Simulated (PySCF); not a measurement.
TiF₄, SMILES [F][Ti]([F])([F])[F], multiplicity 1.

Coordinates come from a B3LYP-D3(BJ)/def2-SVP optimisation. The spin state was assumed, not searched. The isomer is the one that the SMILES or the coordinates give; other isomers of the formula were not compared.

These are B3LYP-D3(BJ)/def2-SVP in PySCF 2.14.0 values and carry that method's errors.

Frequencies are harmonic and unscaled.

Modes within 1.5 cm⁻¹ of each other (mostly degenerate sets) share a row, with their intensities summed.

```
mode  ν (cm⁻¹)  IR (km/mol)  moving atoms (share of kinetic energy)
----  --------  -----------  --------------------------------------
1–2        196          0.0                                 F 100 %
3–5        223         57.8                         F 77 %, Ti 23 %
6          740          0.0                                 F 100 %
7–9        836        651.3                         F 61 %, Ti 39 %
```
